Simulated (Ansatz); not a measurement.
This geometry of C$_{2}$H$_{9}$FSi$_{2}$ (14 atoms, charge 0, multiplicity 1) is a first-order saddle point.

These are results of Ansatz 0.2.0, RKS PBE/6-31G*, not measurements.

```xyz
14
Properties=species:S:1:pos:R:3
C -1.991 0.814 0.913
C -0.535 0.797 0.462
F 0.299 0.899 1.604
Si -0.005 -0.814 -0.459
Si 2.303 -0.750 -0.943
H -2.667 0.786 0.042
H -2.217 -0.055 1.555
H -2.203 1.732 1.488
H -0.331 1.683 -0.174
H -0.810 -0.956 -1.724
H -0.335 -1.981 0.428
H 2.537 -0.547 -2.414
H 2.956 0.385 -0.210
H 2.988 -2.024 -0.538
```

Question: Which two structures does it join? (They come from a converged band through this point; their orientation in space is the band's.)

Answer: No bond is made or broken. The dihedral C2–Si4–Si5–H14 goes from -168 to 70°. The two ends are copies of one structure, up to a mirror image or an exchange of like atoms.

Image 0:

```xyz
14
Properties=species:S:1:pos:R:3
C -1.957 0.838 0.916
C -0.598 0.829 0.232
F 0.384 1.266 1.163
Si -0.005 -0.898 -0.390
Si 2.299 -0.766 -0.825
H -2.750 0.552 0.203
H -1.982 0.131 1.761
H -2.189 1.847 1.301
H -0.592 1.553 -0.607
H -0.778 -1.287 -1.623
H -0.295 -1.917 0.676
H 2.587 0.454 -1.653
H 3.078 -0.662 0.452
H 2.785 -1.971 -1.580
```

Image 6:

```xyz
14
Properties=species:S:1:pos:R:3
C -1.949 0.761 0.998
C -0.548 0.800 0.404
F 0.394 0.898 1.464
Si -0.045 -0.764 -0.607
Si 2.289 -0.748 -0.870
H -2.708 0.739 0.197
H -2.089 -0.130 1.631
H -2.128 1.658 1.617
H -0.428 1.707 -0.221
H -0.751 -0.760 -1.938
H -0.492 -1.986 0.147
H 2.734 -1.778 -1.869
H 2.734 0.601 -1.358
H 2.974 -1.027 0.434
```

Question: How far does it lie above each of them?

Answer: 0.052 eV above the first and 0.052 eV above the second. This is the barrier of this one path; another mechanism may lie lower.

The run took 71 s on 2 threads of Arm Neoverse V2, on a shared host, peak memory 0.15 GiB.
